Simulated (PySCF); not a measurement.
Geometries of 2 isomers of C4H6N2O2Si, from PBE0-D3(BJ)/def2-SVP geometry optimisation, gas phase in PySCF 2.14.0. One conformer each, no zero-point energy, no frequencies.

Question: Which is lower in electronic energy at this level?
A.
```xyz
15
angstrom
O      0.781   -2.753   -0.365
C      1.780   -2.092   -0.266
O      1.839   -0.772   -0.308
C      0.760    0.032   -0.548
C      0.854    1.360   -0.873
N     -0.399    1.884   -1.000
C     -1.215    0.897   -0.752
N     -0.578   -0.295   -0.461
Si    -1.546   -1.786   -0.128
H      2.795   -2.505   -0.117
H      1.764    1.941   -1.011
H     -2.303    0.960   -0.761
H     -1.219   -2.390    1.186
H     -1.598   -2.733   -1.267
H     -2.899   -1.158   -0.009
```
B.
```xyz
15
angstrom
Si    -0.073   -0.009   -0.042
N     -0.007   -0.044    1.682
C      0.090   -0.026    2.874
O      0.175   -0.013    4.039
N      1.554    0.086   -0.609
C      2.696    0.121   -0.965
O      3.808    0.158   -1.320
C     -0.986    1.518   -0.578
H     -1.010    1.592   -1.676
H     -0.494    2.420   -0.183
H     -2.022    1.500   -0.208
C     -0.824   -1.596   -0.648
H     -1.853   -1.709   -0.272
H     -0.233   -2.458   -0.303
H     -0.853   -1.615   -1.748
```

Answer: B. That is Si(NCO)2Me2, `C[Si](C)(N=C=O)N=C=O`, 77.3 kcal/mol below the other.

```csv
SMILES,atoms numbered as above,E (Eh),relative (kcal/mol),relative (kJ/mol),dipole (D)
C[Si](C)(N=C=O)N=C=O,–,-704.63636,0.0,0.0,3.36
O=COc1cncn1[SiH3],[O:1]=[CH:2][O:3][c:4]1[cH:5][n:6][cH:7][n:8]1[SiH3:9],-704.51311,77.3,323.6,2.86
```
